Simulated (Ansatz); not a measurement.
This geometry of BCl2F + H2 (6 atoms, charge 0, multiplicity 1) is a first-order saddle point.

These are results of RKS B3LYP-D4/def2-SVP (Ansatz), not measurements.

```xyz
6
Properties=species:S:1:pos:R:3
B -0.075 -0.311 0.027
Cl -0.054 0.175 2.092
F 1.110 0.009 -0.473
Cl -1.574 0.227 -0.742
H -0.142 -1.602 0.303
H -0.093 -1.146 1.249
```

(1) Which two structures does it join? (They come from a converged band through this point; their orientation in space is the band's.)

(2) How far does it lie above each of them?

## Answers

(1) Bonds broken: B1–Cl2, H5–H6. Bonds formed: B1–H5, Cl2–H6. BCl2F + H2 becomes BClFH + ClH.

Image 0:

```xyz
6
Properties=species:S:1:pos:R:3
B -0.035 0.503 0.129
Cl 0.007 1.034 1.797
F 1.086 0.146 -0.456
Cl -1.527 0.449 -0.784
H -0.242 -2.475 0.520
H -0.118 -2.306 1.250
```

Image 6:

```xyz
6
Properties=species:S:1:pos:R:3
B -0.098 -0.378 -0.616
Cl -0.047 -0.095 2.543
F 1.079 0.195 -0.740
Cl -1.542 0.561 -0.953
H -0.174 -1.546 -0.349
H -0.046 -1.385 2.572
```

(2) 1.63 eV above the first and 1.03 eV above the second. This is the barrier of this one path; another mechanism may lie lower. The orbitals stay closed-shell, which can raise the energy where a bond breaks towards radicals; this wasn't checked here.

The run took 6.6 min on 1 thread of Arm Neoverse V2 (shared host), peak memory 0.15 GiB.
